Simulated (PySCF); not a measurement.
# ORD: `C=C[C@@H]1/C(=C\C)[C@H]1F`, C$_{7}$H$_{9}$F

Geometry:
```csv
atom,x (Å),y (Å),z (Å)
C1,2.460,1.285,-0.437
C2,1.592,0.622,0.309
C3,0.813,-0.533,-0.167
C4,-0.572,-0.770,0.305
C5,-1.834,-0.419,0.263
C6,-2.350,0.741,-0.525
C7,0.471,-1.662,0.797
F8,0.537,-2.947,0.329
H9,3.010,2.127,-0.054
H10,2.656,1.011,-1.460
H11,1.406,0.917,1.333
H12,1.029,-0.837,-1.186
H13,-2.568,-0.987,0.821
H14,-2.886,1.428,0.128
H15,-3.048,0.393,-1.285
H16,-1.534,1.272,-1.008
H17,0.811,-1.630,1.827
```

Computed, not measured: PySCF, TDDFT wB97X-D/def2-SVPD circular dichroism and optical rotation, one conformer, gas phase. Geometry: GFN2-xTB.

The molecule is flexible and this is one conformer; a measurement averages over conformers.

Stereocentres: C3 R, C7 S.

(1) What is the specific rotation at 633, 589.3, 546, 436, 405, 365, 355 nm?

(2) And for the mirror image at 589.3 nm?

(3) What is the molar rotation [Φ] = [α]·M/100 of the geometry above at 589.3 nm?

## Answers

(1) [α] in deg dm⁻¹ (g/mL)⁻¹:
```tsv
λ (nm)	origin-invariant length gauge	modified velocity gauge	length gauge (centre of mass)	isotropic polarisability (au)
633	-85.4	-65.7	-85.2	89.1
589.3	-101.1	-78.0	-100.9	89.5
546	-121.7	-94.2	-121.4	90.1
436	-218.7	-171.5	-218.3	92.4
405	-269.7	-212.7	-269.2	93.5
365	-370.0	-294.3	-369.4	95.5
355	-404.6	-322.6	-403.9	96.2
```

(2) +101.1 deg dm⁻¹ (g/mL)⁻¹ (origin-invariant length gauge): the same size and the opposite sign.

(3) With M = 112.15 g/mol, -113.4 deg cm² dmol⁻¹ (origin-invariant length gauge).

The first excitation lies at 6.10 eV (203 nm) with R = -9.6 × 10⁻⁴⁰ esu² cm² (velocity form).
